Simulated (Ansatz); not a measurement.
Basis sets compared for cyclo-(H2SiNH)2 (Si2N2H6). Charge 0, multiplicity 1. Geometry PBE-D4/def2-SVP. Ansatz on 2 threads of Arm Neoverse V2 on a shared host; times are rough, and most runs start from earlier orbitals.

Cartesian coordinates in Å:
```
Si 1.1402 -0.4658 -0.3403
H 2.4189 -0.3858 0.4587
H 1.4660 -1.2015 -1.6181
N -0.2847 -1.0668 0.5065
Si -1.1402 0.4658 0.3402
H -1.4660 1.2014 1.6180
H -2.4190 0.3857 -0.4588
N 0.2848 1.0668 -0.5064
H -0.6512 -2.0151 0.5767
H 0.6513 2.0151 -0.5764
```

Binding counts from free atoms (Si triplet, H doublet, N quartet) in the same basis, without a counterpoise term.

```
           level  functions  energy (Eh)  HOMO (eV)  LUMO (eV)  binding per atom (eV)  wall time
       HF/STO-3G         34    -682.2170      -7.17      10.88                   2.85     0.15 s
 PBE-D4/def2-SVP         94    -691.4647      -5.75      -0.85                   3.51      1.1 s
PBE0-D4/def2-SVP         94    -691.5347      -7.16       0.02                   3.46      1.4 s
```

**Question.** Estimate the rows for HF/def2-TZVP, PBE-D4/def2-TZVP, PBE0-D4/def2-TZVP (with forces).

**Answer.** 
```tsv
level	functions	energy (Eh)	HOMO (eV)	LUMO (eV)	binding per atom (eV)	wall time
HF/def2-TZVP	172	-690.4166	-10.52	2.58	2.48	1.2 s
PBE-D4/def2-TZVP	172	-691.8127	-6.00	-1.26	3.55	2.1 s
PBE0-D4/def2-TZVP (with forces)	172	-691.8790	-7.30	-0.40	3.50	4.3 s
```
